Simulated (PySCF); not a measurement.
Species: C₆H₈N₃P.
SMILES with atom numbers: `[CH3:1][CH:2]([CH3:3])[n:4]1[cH:5][p:6][c:7]([C:8]#[N:9])[n:10]1`

Geometry (GFN2-xTB, Å), atoms numbered from 1 in this order:
```xyz
18
C6H8N3P angstrom
C     -1.6628   -0.1706   -1.1259
C     -1.1297    0.0166    0.2921
C     -1.1636    1.4832    0.7138
N      0.2397   -0.4614    0.3515
C      0.6856   -1.4479    1.1476
P      2.3714   -1.7492    0.9588
C      2.3156   -0.4410   -0.2452
C      3.4332    0.0006   -0.9692
N      4.3750    0.3273   -1.5371
N      1.1287    0.1044   -0.4221
H     -1.0488    0.3934   -1.8235
H     -2.6876    0.1838   -1.1879
H     -1.6395   -1.2209   -1.4091
H     -1.7116   -0.5885    0.9955
H     -0.7886    1.5994    1.7284
H     -2.1823    1.8575    0.6738
H     -0.5425    2.0702    0.0419
H     -0.0010   -1.9507    1.8048
```

NICS = −σ at a ghost point: NICS(0) at the centroid of the ring atoms, NICS(1) 1 Å to either side along the normal of their mean plane, zz for the tensor component along that normal. Level: GIAO PBE0/pcSseg-1 (PySCF, non-relativistic, gas phase) on the GFN2-xTB geometry, one conformer.

Ring bond lengths (Å), with Mayer bond orders in brackets: N4–C5 1.344 (1.23), C5–P6 1.723 (1.40), P6–C7 1.779 (1.17), C7–N10 1.318 (1.44), N10–N4 1.307 (1.21).

Task: Give the NICS values of each ring in ppm.

Result: 
| ring | type | NICS(0) | NICS(1), two faces | NICS(1)zz, two faces | rms pucker (Å) | centre to ring atoms, mean (Å) |
| --- | --- | --- | --- | --- | --- | --- |
| N4–C5–P6–C7–N10 | 5-membered ring with 2 N and P; formal bonds all aromatic | -13.5 | -12.7 / -12.7 | -29.1 / -29.1 | 0.00 | 1.26 |

Task: What can be read from them?

Result: 
- N4–C5–P6–C7–N10: mean NICS(1)zz -29.1 ppm, shielded.

Task: What does the geometric index give? Use HOMA with the parameters of Krygowski (1993).

Result: 
- N4–C5–P6–C7–N10: HOMA 0.82; the largest term is that of P6–C7, α(R − Ropt)² = 0.78.

Task: At the second NICS(1) probe listed for ring N4–C5–P6–C7–N10, 1 Å off the ring, how large is the induced field along the normal in 11.7 T applied along it?

Result: NICSzz × B0 = -29.1 ppm × 11.7 T = -340 μT, against the applied field.

Task: List the ring angles and the Hirshfeld charges of the ring atoms.

Result: 
- N4–C5–P6–C7–N10: N4 116.3° (+0.071 e), C5 112.8° (-0.068 e), P6 85.1° (+0.060 e), C7 115.0° (-0.021 e), N10 110.7° (-0.087 e); sum 540.0° against 540° for a flat convex ring.

Task: What are the shieldings of the ring atoms and their hydrogens in the same run (means over atoms taken as equivalent)?

Result: 
```tsv
atoms	environment	σ isotropic (ppm)
N4	pyrrole-type nitrogen	-5.7
C5	aromatic CH next to a ring nitrogen	22.6
P6	phosphorus bonded to 2 C	161.4
C7	substituted aromatic carbon	31.1
N10	pyridine-type nitrogen	-119.1
H18	aromatic hydrogen	23.08
```
